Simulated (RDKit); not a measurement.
RDKit input (UFF):

```python
from rdkit import Chem
from rdkit.Chem import AllChem, rdDetermineBonds

mol = Chem.MolFromXYZFile('mol.xyz')
rdDetermineBonds.DetermineBonds(mol, charge=1)
print('SMILES', Chem.MolToSmiles(Chem.RemoveHs(mol)))
ff = AllChem.UFFGetMoleculeForceField(mol)
e0 = ff.CalcEnergy()
flag = ff.Minimize(maxIts=5000, forceTol=1e-5)
print(f'energy {e0:.4f} -> {ff.CalcEnergy():.4f} kcal/mol, converged: {flag == 0}')
print(Chem.MolToXYZBlock(mol))
```
mol.xyz:
```
4

Sn    -0.02797400    -0.02575400     0.03654900
O      1.39170400     0.33420300    -1.15405800
O     -1.48279100    -0.13502900     1.07455000
H      2.12739800    -0.30571300    -1.19137700
```

Output:

```
[00:34:59] UFFTYPER: Warning: hybridization set to SP3 for atom 0
SMILES [O+]#[Sn][OH]
energy 15.2502 -> -0.0223 kcal/mol, converged: True
4

Sn    -0.086444    0.051083    0.021311
O      1.409409    0.418218   -1.224693
O     -1.343662   -0.257587    1.068611
H      2.029034   -0.344007   -1.099566
```

The dipole moment of an ion depends on the origin.

The geometry given is a B3LYP-D3(BJ)/def2-TZVP minimum.
